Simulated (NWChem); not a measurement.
System: C3H7Si, doublet; SMILES C1C[CH][SiH2]1

```xyz
11

C      1.2055     0.3616     0.0000
C      0.0894     1.3734     0.0000
C     -1.1584     0.4368     0.0000
Si     0.0190    -1.0642     0.0000
H      2.2734     0.5961     0.0000
H      0.1219     2.0465    -0.8800
H      0.1219     2.0465     0.8800
H     -1.7963     0.5472     0.8892
H     -1.7963     0.5472    -0.8892
H     -0.0048    -1.9581     1.2045
H     -0.0048    -1.9581    -1.2045
```
Atoms are numbered in this order, from 1.

Computed with NWChem. Spin-unrestricted. All runs use the structure optimised with PBE0/def2-SVP, spin-unrestricted. No stability test was run on the SCF state.

Problem. Taking PBE/def2-TZVPP as the yardstick, which of these has the fewest basis functions while keeping “highest occupied level (eV)” within 0.2 eV of it: PBE/pcseg-2; PBE/aug-pcseg-1; PBE/pcseg-1; PBE/3-21G?

Solution. PBE/pcseg-1.
```tsv
level	basis functions	highest occupied level (eV)	relative time (rough)
PBE/3-21G	54	-4.49	1
PBE/pcseg-1	95	-4.87	3
PBE/aug-pcseg-1	159	-4.90	10
PBE/pcseg-2	222	-4.91	20
PBE/def2-TZVPP	233	-4.90	10
```

The yardstick is one finite set, not the basis-set limit.
